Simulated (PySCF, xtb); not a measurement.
AlBH4O4, SMILES [Al]([OH])([B](O)O)[OH].

GFN2-xTB run with xtb at its own geometry gives an orbital gap of 4.76 eV and a dipole moment of 3.34 D.

Geometry: ωB97X-D3(BJ)/def2-SVP. The structure was generated by enumeration; whether it is a known compound was not checked. Other conformers were not sampled.

### Question
What does B3LYP/def2-TZVP (PySCF) give? (Estimate from the structure and the level; the computed values follow.)

### Answer
gap 7.65 eV (levels -7.87 and -0.21 eV), dipole 0.88 D.
